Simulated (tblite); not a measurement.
Species: C3H8F3NSi2.
Geometry (GFN2-xTB, Å), atoms numbered from 1 in this order:
```
atom  x, y, z in Å
F1    -2.2522   -0.8717   -0.9110
C2    -2.0716    0.4071   -0.4769
F3    -1.6514    1.0968   -1.5699
C4    -1.1056    0.4356    0.6705
F5    -1.3117    1.5901    1.4076
Si6   -0.5044   -1.1469    1.5632
C7     0.3749    0.1114    0.4221
N8     0.8308   -0.1594   -0.8856
Si9    2.4153    0.1781   -1.4604
H10   -3.0530    0.8137   -0.1897
H11   -0.3694   -0.9631    2.9922
H12   -1.0247   -2.3712    0.9949
H13    1.0267    0.8244    0.9183
H14    0.1988   -0.7192   -1.4328
H15    3.4230   -0.5964   -0.7180
H16    2.3756   -0.2198   -2.8624
H17    2.6918    1.6024   -1.2635
```

Method: GFN2-xTB as coded in tblite; computed harmonic values from a numerical Hessian at the method's own geometry, unscaled. Errors from tens to a few hundred cm⁻¹ against measured bands are possible. Modes of hydrogen on silicon can be 10 to 20 % off. One conformer, not necessarily the lowest. The optimisation stopped once no atom felt more than 0.01 eV/Å.

Lowest wavenumbers of the output (negative numbers stand for imaginary wavenumbers):
```
mode    cm-1
  1     -36.7
  2      58.7
  3      80.4
  4      95.4
  5     141.1
  6     186.4
  7     220.5
  8     249.8
  9     293.3
 10     332.6
 11     358.1
 12     399.1
 13     417.2
 14     462.5
 15     500.1
```

**Question.** Is this structure a minimum?

**Answer.** Not by this Hessian. 1 mode is imaginary beyond 20i (37i cm⁻¹), so at this level the point lies at or near a first-order saddle. The curvature is small, so loose convergence or finite differences may be the whole cause.

**Question.** Which atoms move in the imaginary mode?

**Answer.** 37i: Si9 (SiH3 silicon) 22 %, N8 (silicon-bound nitrogen) 17 %, H17 (Si–H hydrogen) 16 %, H15 (Si–H hydrogen) 13 %. These are shares of the mass-weighted motion.

**Question.** What is the remedy?

**Answer.** Step along that mode in both directions, optimise again with tighter thresholds and repeat the frequencies. The zero-point energy of this point (64.3 kcal/mol) counts the 44 real modes alone, and thermal corrections from it aren't those of a minimum.
